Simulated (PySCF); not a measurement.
# Spinor energies of As¹⁶⁺ (arsenic, charge +16)

Start: [Ne] 3s2 3p5; 3p1/2 filled at m_j = -1/2, +1/2; 3p3/2 filled at m_j = -1/2, +1/2, +3/2. Calculated with PySCF 2.14 in an uncontracted even-tempered set (19 s from 1.5 bohr⁻², ratio 2.4; 14 p from 1.9 bohr⁻², ratio 2.4; 5 d from 9.8 bohr⁻², ratio 2.6; 4 f from 15 bohr⁻², ratio 2.6): generalised Hartree-Fock with the X2C-1e Hamiltonian and a Gaussian nucleus; one run each with spin-orbit coupling (SO) switched off, then screened by Boettger's factors.

```
spinor shell  electrons  ε, spin-free (eV)  ε, screened SO (eV)  weight of nominal j (screened SO)  rms radius, screened SO (bohr)
       1s1/2          2           -12522.9             -12522.4                              1.000                          0.0524
       2s1/2          2            -2146.8              -2146.6                              1.000                           0.217
       2p1/2          2            -1949.2              -1975.3                              1.000                           0.191
       2p3/2          4            -1949.2              -1936.4                              1.000                           0.195
       3s1/2          2            -698.81              -698.72                              1.000                           0.560
       3p1/2          2            -633.00              -637.98                              0.948                           0.555
       3p3/2          3            -633.00              -630.49                              0.966                           0.561
```

```csv
quantity,spin-free,screened SO
E (hartree),-2128.86316,-2129.05148
M_J,3/2,3/2
⟨J²⟩,3.752,3.752
⟨L²⟩,2.001,2.003
⟨S²⟩,0.750,0.752
```

Each row is a mean over spinors that exchange with the open shell spreads, by up to 10.342 eV (3s1/2).

Without spin-orbit coupling the j labels of p, d and f shells carry no meaning; the spin-free column gives the mean over the occupied spinors of each nl shell.
